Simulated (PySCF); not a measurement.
```xyz
3
charge -1 multiplicity 2, angstrom
Hg    0.1241    0.0000    0.0000
F    -0.6473    2.0461    0.0000
F    -0.6473   -2.0461    0.0000
```

Level of theory: UPBE0 in PySCF with Hg def2-TZVPD with ECP60, F def2-TZVPD; scalar-relativistic core potentials, no spin–orbit coupling; density-fitted integrals.

This geometry of [HgF2]- is a stationary point at this level.

(1) What is the point group?

(2) Is it a minimum?

(3) List the harmonic modes with their infrared intensities.

(4) Give the atomic charges and bond orders.

Results:

(1) C2v.

(2) Yes: all harmonic wavenumbers are real.

(3) 
| symmetry | ω (cm⁻¹) | IR (km/mol) |
| --- | --- | --- |
| a1 | 65 | 15.9 |
| a1 | 337 | 41.8 |
| b2 | 339 | 191 |

(4) 
```
atom  Mulliken  Löwdin  polar tensor  spin (Mulliken)  Mayer order to Hg1
 Hg1      0.34    0.70          0.57             0.90                   –
F2,3     -0.67   -0.85         -0.79             0.05                0.09
```

This need not be the most stable arrangement of these atoms. The lowest empty level of this anion is unbound, so it and the gap depend on the basis. Spin–orbit coupling, left out here, can matter for elements this heavy.
